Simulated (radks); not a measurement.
Results of a calculation; reference values are marked as such.
Problem. All-electron atom: Br+ in [Ar] 3d10 4s2 4p4. Level of theory: scalar-relativistic Kohn-Sham, PBE, spin-polarised, spherical densities, finite nucleus; open shells are filled with parallel spins first; Fermi nuclear charge, rms radius 4.1629 fm (a radial shooting solver on a logarithmic mesh with Libxc functionals). Some entries of the table are withheld. Estimate them.

| orbital | occ. | eigenvalue (eV) | <r> (bohr) | <r^2> (bohr^2) |
|---|---|---|---|---|
| 1s up | 1 | -13329.20 | 0.04275 | 0.002461 |
| 1s down | 1 | -13329.07 | 0.04275 | 0.002461 |
| 2s up | 1 | -1744.269 | 0.1895 | 0.04236 |
| 2s down | 1 | -1744.199 | 0.1895 | 0.04236 |
| 2p up | 3 | -1539.790 | 0.1654 | 0.03350 |
| 2p down | 3 | -1539.666 | 0.1654 | 0.03350 |
| 3s up | 1 | -249.2557 | 0.5514 | 0.3498 |
| 3s down | 1 | -249.0860 | 0.5513 | 0.3496 |
| 3p up | 3 | -184.6853 | 0.5641 | (1) |
| 3p down | 3 | -184.4941 | 0.5639 | (2) |
| 3d up | 5 | -77.9241 | 0.5907 | 0.4332 |
| 3d down | 5 | -77.6766 | 0.5890 | 0.4298 |
| 4s up | 1 | -31.1556 | (3) | 3.041 |
| 4s down | 1 | -29.3342 | (4) | 3.051 |
| 4p up | 3 | -18.2187 | 1.949 | 4.391 |
| 4p down | 1 | -16.4214 | 1.979 | 4.552 |

Solution. 
(1) 3p up <r^2> (bohr^2): 0.3729
(2) 3p down <r^2> (bohr^2): 0.3724
(3) 4s up <r> (bohr): 1.634
(4) 4s down <r> (bohr): 1.634
